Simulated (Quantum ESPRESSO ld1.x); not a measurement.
The numbers below are computed, except where a source is named.
The mean radii <r> (bohr) of the occupied orbitals of an atom or ion are listed with their occupations. Code: ld1.x of Quantum ESPRESSO 7.5. Model: non-relativistic Kohn-Sham, PBE, spin-unpolarised, spherical densities, point nucleus.

orbital  occ.      <r>
1s          2  0.01916
2s          2  0.08072
2p          6  0.06821
3s          2   0.2037
3p          6   0.1941
3d         10   0.1695
4s          2   0.4486
4p          6   0.4528
4d         10   0.4608
4f         14   0.4864
5s          2    1.021
5p          6    1.105
5d          8    1.415

Name the element and its charge.

Answer. Z = 79, gold, charge +3: Au3+ in [Xe] 4f14 5d8. The 1s radius gives Z: for a bare nucleus <r> = 1.5/Z, 0.01899 bohr for Z = 79, and screening makes it slightly larger (0.01916 here). The occupations add up to 76, and the charge is Z minus that.
